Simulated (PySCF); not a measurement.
Al(All)(Cl)(OH) (C₃H₆AlClO), SMILES [CH2](C=C)[Al]([Cl])[OH].

Geometry optimised at PBE-D3(BJ)/def2-SVP. One conformer was computed; it need not be the lowest.

The numbers are results of PBE-D3(BJ)/def2-SVP (PySCF 2.14.0), not measurements.

Frequencies are harmonic and unscaled.

| mode | ν (cm⁻¹) | IR (km/mol) | moving atoms (share of kinetic energy) |
|---|---|---|---|
| 1 | 37 | 3.0 | C 58 %, H 19 %, O 17 % |
| 2 | 49 | 0.0 | C 37 %, Cl 27 %, O 16 %, H 15 % |
| 3 | 121 | 1.7 | C 36 %, H 34 %, Cl 19 % |
| 4 | 189 | 3.2 | H 29 %, C 27 %, Al 25 %, O 13 % |
| 5 | 197 | 21.9 | O 44 %, Cl 17 %, H 17 %, Al 13 %, C 8 % |
| 6 | 231 | 29.4 | Al 57 %, H 16 %, C 15 %, O 9 % |
| 7 | 352 | 116.3 | H 90 %, O 10 % |
| 8 | 403 | 1.0 | H 54 %, C 46 % |
| 9 | 446 | 17.0 | Cl 42 %, C 20 %, Al 15 %, O 14 %, H 9 % |
| 10 | 580 | 86.3 | H 62 %, C 17 %, Al 12 % |
| 11 | 610 | 101.1 | H 61 %, C 16 %, Al 12 %, O 9 % |
| 12 | 689 | 145.2 | H 55 %, C 22 %, Al 19 % |
| 13 | 704 | 11.7 | H 48 %, C 35 %, Al 11 % |
| 14 | 863 | 25.1 | H 41 %, Al 22 %, O 22 %, C 15 % |
| 15 | 865 | 81.3 | H 43 %, O 21 %, Al 21 %, C 15 % |
| 16 | 911 | 12.5 | H 51 %, C 48 % |
| 17 | 969 | 13.9 | H 71 %, C 28 % |
| 18 | 991 | 32.8 | H 90 %, C 10 % |
| 19 | 1011 | 39.6 | H 66 %, C 33 % |
| 20 | 1154 | 20.2 | H 59 %, C 40 % |
| 21 | 1269 | 1.4 | H 81 %, C 19 % |
| 22 | 1357 | 5.3 | H 90 %, C 10 % |
| 23 | 1385 | 4.6 | H 83 %, C 17 % |
| 24 | 1630 | 24.1 | C 86 %, H 14 % |
| 25 | 3009 | 1.4 | H 95 % |
| 26 | 3063 | 7.7 | H 93 % |
| 27 | 3071 | 1.2 | H 94 % |
| 28 | 3095 | 2.3 | H 90 %, C 10 % |
| 29 | 3175 | 4.9 | H 89 %, C 11 % |
| 30 | 3808 | 80.7 | H 94 % |
